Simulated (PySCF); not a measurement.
# Ionisation energy along the 5-electron series

Calculated with PySCF 2.14 and a two-component X2C-1e Hamiltonian (Gaussian nucleus, no Breit or QED terms), each ion in its own even-tempered basis scaled to its charge; GMP2 freezes nothing and drops the highest virtual spinors. Values in eV. NIST values: (m) measured, (s) semi-empirical, (t) theoretical.

```tsv
ion	configuration	GHF (spin-free)	GMP2 (spin-free)	GHF (screened spin-orbit)	GMP2 (screened spin-orbit)	NIST
Ho⁶²⁺	[He] 2s2 2p1	14347.4	14347.0	15014.1	15011.9	14998 ± 15 (t)
Er⁶³⁺	[He] 2s2 2p1	14814.9	14814.5	15528.5	15526.2	15511 ± 19 (t)
Tm⁶⁴⁺	[He] 2s2 2p1	15290.7	15290.3	16053.8	16051.5	16036 ± 24 (t)
```

Between Z = 67 and Z = 69 the GMP2 (screened spin-orbit) value grows as Z to the power 2.28.
